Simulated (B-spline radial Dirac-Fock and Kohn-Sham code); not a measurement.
**Anomalous scattering factors of Sc, 2.9844 keV to 8.0478 keV**

Method: the dispersion relation over Dirac-Hartree-Slater subshell photoionisation cross sections, with the Kissel-Pratt high-energy constant (isolated atom, no bound-bound lines or fine structure). Computed with a radial atomic solver. The forward scattering factor is f₀ + f′ + i f″.

Input of the calculation (task.json; shells as n, l, electrons):

```json
{"items": [{
  "Z": 21,
  "q": 0,
  "cfg": [[1, 0, 2], [2, 0, 2], [2, 1, 6], [3, 0, 2], [3, 1, 6], [3, 2, 1], [4, 0, 2]],
  "A": 45,
  "rrms": 3.5459,
  "do": "dispersion",
  "hv": [546.1, 610.7, 624.0, 720.6, 854.3, 1000.0, 1253.6, 1337.0, 1486.9, 1643.0, 1789.0, 2000.0, 2858.0, 2984.4, 3257.0, 3539.0, 4000.0, 4510.9, 5042.0, 5414.7, 6000.0, 6403.9, 6494.0, 6930.3, 7716.0, 7923.0, 8047.8, 8275.0, 9251.7, 11230.0, 12000.0, 12080.0, 15000.0, 15500.0, 17479.3, 22162.9, 24209.8, 26890.0, 30000.0, 31770.0, 38590.0, 40000.0, 50250.0, 51730.0],
  "edges": {"K": 4492.0, "L1": 498.0, "L2": 403.6, "L3": 398.7}
}]}
```

Run with: `python xray2_run.py task.json out`

Edges near this range: K 4492.0 eV.

| hν (eV) | λ (Å) | f′ (e) | f″ (e) | tabulated f′ | tabulated f″ |
| --- | --- | --- | --- | --- | --- |
| 2984.4 | 4.154 | -1.101 | 0.934 | -1.09 | 0.90 |
| 3257 | 3.807 | ? | ? | ? | ? |
| 3539 | 3.503 | -1.517 | 0.694 | -1.55 | 0.65 |
| 4000 | 3.100 | -2.105 | 0.559 | -2.18 | 0.52 |
| 4510.9 | 2.749 | -5.390 | 3.878 | -4.65 | 3.95 |
| 5042 | 2.459 | -1.302 | 3.367 | -1.29 | 3.29 |
| 5414.7 | 2.290 | -0.695 | 3.002 | -0.71 | 2.94 |
| 6000 | 2.066 | -0.205 | 2.542 | -0.22 | 2.50 |
| 6403.9 | 1.936 | -0.012 | 2.284 | -0.03 | 2.24 |
| 6494 | 1.909 | 0.021 | 2.232 | 0.00 | 2.19 |
| 6930.3 | 1.789 | 0.149 | 2.004 | 0.13 | 1.97 |
| 7716 | 1.607 | 0.282 | 1.671 | 0.26 | 1.64 |
| 7923 | 1.565 | 0.304 | 1.597 | 0.28 | 1.57 |
| 8047.8 | 1.541 | 0.316 | 1.555 | 0.29 | 1.53 |

**Question.** What are f′ and f″ at 3257 eV?

**Answer.** f′ = -1.286 and f″ = 0.803 electrons (tables: -1.30 and 0.76). By the optical theorem f″ corresponds to a photoabsorption cross section 2 rₑ λ f″ = 17200 b.

Tabulated f′: xraylib 4.2 anomalous scattering factors (Cullen et al., EPDL97); f″: Chantler's tables (J. Phys. Chem. Ref. Data 1995 and 2000). Both are theoretical tables.
